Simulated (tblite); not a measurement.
C5H8F2GeO.
Bonds: C1–C2, C2–C3 (double), C3–Ge4, Ge4–F5, Ge4–F6, Ge4–O7, O7–C8, C8–C9, C2–C9. Hydrogens: H10, H11, H12 on C1; H13 on C3; H14, H15 on C8; H16, H17 on C9.

Computed with GFN2-xTB (tblite), gas phase: L-BFGS steps from a force-field or distance-geometry start until the largest atomic force falls under 0.01 eV/Å.

Step 66: E = -825.2372 eV
```
atom  x, y, z in Å  |  force x, y, z in eV/Å
C1     -2.2017    0.6724    0.3473   -0.027  -0.006   0.022
C2     -0.7663    0.3626    0.0411   -0.019  -0.007  -0.004
C3      0.1605    1.3202    0.1049   -0.011   0.006  -0.021
Ge4     1.9973    0.8329   -0.3233    0.030   0.029  -0.003
F5      2.6460    1.3524   -1.8436    0.007  -0.029   0.022
F6      3.2802    1.3807    0.7219   -0.024   0.011  -0.009
O7      2.0069   -0.9147   -0.3708    0.040  -0.011   0.000
C8      0.8817   -1.5742    0.1893    0.020  -0.007  -0.001
C9     -0.4536   -1.0565   -0.3501   -0.002  -0.012   0.006
H10    -2.3375    0.7708    1.4231   -0.003  -0.022   0.029
H11    -2.5082    1.6100   -0.1098    0.027   0.010   0.007
H12    -2.8513   -0.1234   -0.0052   -0.032   0.018  -0.026
H13    -0.0920    2.3261    0.3975    0.013   0.010  -0.015
H14     0.9986   -2.6311   -0.0705    0.008   0.012  -0.012
H15     0.8977   -1.4810    1.2819   -0.020  -0.008  -0.011
H16    -1.2447   -1.7220   -0.0012   -0.002   0.004   0.019
H17    -0.4207   -1.1131   -1.4424   -0.004   0.001  -0.002
```

Step 67: E = -825.2377 eV
```
atom  x, y, z in Å  |  force x, y, z in eV/Å
C1     -2.2022    0.6713    0.3487   -0.012  -0.014   0.019
C2     -0.7664    0.3634    0.0407   -0.025  -0.004  -0.025
C3      0.1605    1.3212    0.1034   -0.020  -0.008  -0.023
Ge4     1.9959    0.8320   -0.3252    0.052   0.026   0.000
F5      2.6482    1.3474   -1.8447    0.006  -0.026   0.013
F6      3.2779    1.3831    0.7192   -0.023   0.012  -0.005
O7      2.0076   -0.9157   -0.3677    0.035  -0.003  -0.011
C8      0.8805   -1.5734    0.1903    0.022  -0.001   0.005
C9     -0.4533   -1.0555   -0.3523   -0.005   0.003   0.013
H10    -2.3350    0.7604    1.4259   -0.017  -0.014   0.017
H11    -2.5095    1.6117   -0.1028    0.033   0.004   0.024
H12    -2.8520   -0.1225   -0.0093   -0.024   0.026  -0.019
H13    -0.0892    2.3271    0.3972    0.003   0.016  -0.013
H14     0.9982   -2.6305   -0.0652    0.005  -0.005  -0.024
H15     0.8949   -1.4772    1.2818   -0.025  -0.008   0.020
H16    -1.2471   -1.7189   -0.0059    0.007  -0.009   0.016
H17    -0.4160   -1.1117   -1.4443   -0.011   0.005  -0.007
```

Step 68: E = -825.2383 eV
```
atom  x, y, z in Å  |  force x, y, z in eV/Å
C1     -2.2035    0.6697    0.3507    0.007  -0.017   0.012
C2     -0.7670    0.3643    0.0400   -0.024   0.000  -0.040
C3      0.1602    1.3222    0.1015   -0.025  -0.018  -0.026
Ge4     1.9956    0.8322   -0.3267    0.052   0.008   0.003
F5      2.6530    1.3398   -1.8454    0.006  -0.018  -0.001
F6      3.2762    1.3878    0.7156   -0.019   0.013   0.003
O7      2.0089   -0.9163   -0.3642    0.020   0.006  -0.014
C8      0.8796   -1.5725    0.1913    0.017   0.007   0.009
C9     -0.4533   -1.0546   -0.3544   -0.004   0.018   0.013
H10    -2.3329    0.7478    1.4297   -0.031  -0.004  -0.004
H11    -2.5110    1.6134   -0.0945    0.037  -0.001   0.046
H12    -2.8538   -0.1209   -0.0145   -0.011   0.032  -0.008
H13    -0.0860    2.3287    0.3962   -0.009   0.014  -0.011
H14     0.9979   -2.6299   -0.0609    0.002  -0.018  -0.035
H15     0.8915   -1.4738    1.2819   -0.025  -0.008   0.044
H16    -1.2502   -1.7157   -0.0101    0.023  -0.020   0.013
H17    -0.4123   -1.1102   -1.4463   -0.016   0.007  -0.004
```

Question: Estimate the geometry and energy of step 69. (The exact step hangs on the optimiser's Hessian estimate; all steps are aligned on step 68, rigid shifts and turns removed.)

Answer: E = -825.2390 eV, largest force 0.071 eV/Å
```
atom  x, y, z in Å  |  force x, y, z in eV/Å
C1     -2.2050    0.6680    0.3525    0.028  -0.017  -0.001
C2     -0.7679    0.3654    0.0391   -0.013   0.003  -0.040
C3      0.1595    1.3234    0.0994   -0.021  -0.022  -0.031
Ge4     1.9967    0.8335   -0.3273    0.027  -0.015   0.004
F5      2.6616    1.3313   -1.8445    0.005  -0.007  -0.017
F6      3.2747    1.3950    0.7136   -0.013   0.013   0.014
O7      2.0101   -0.9158   -0.3626    0.001   0.010  -0.007
C8      0.8795   -1.5719    0.1908    0.008   0.015   0.010
C9     -0.4541   -1.0539   -0.3546    0.004   0.030   0.012
H10    -2.3321    0.7364    1.4326   -0.041   0.004  -0.015
H11    -2.5119    1.6142   -0.0876    0.034   0.008   0.062
H12    -2.8560   -0.1191   -0.0196    0.000   0.030   0.000
H13    -0.0833    2.3310    0.3939   -0.020   0.004  -0.012
H14     0.9973   -2.6292   -0.0611    0.004  -0.024  -0.041
H15     0.8897   -1.4737    1.2811   -0.021  -0.007   0.058
H16    -1.2527   -1.7122   -0.0096    0.035  -0.035   0.014
H17    -0.4133   -1.1104   -1.4462   -0.017   0.008  -0.011
```

The energy changes by -0.0007 eV. The first-order estimate −F·Δx gives -0.0009 eV and the mean of the old and new forces, exact on a quadratic surface, -0.0006 eV. The step makes an angle of 74° with the force vector and moves no atom by more than 0.012 Å.

The cost below is that of the whole relaxation. The run took 1.6 s of wall time on one thread, Arm Neoverse N1 (aarch64), shared host.
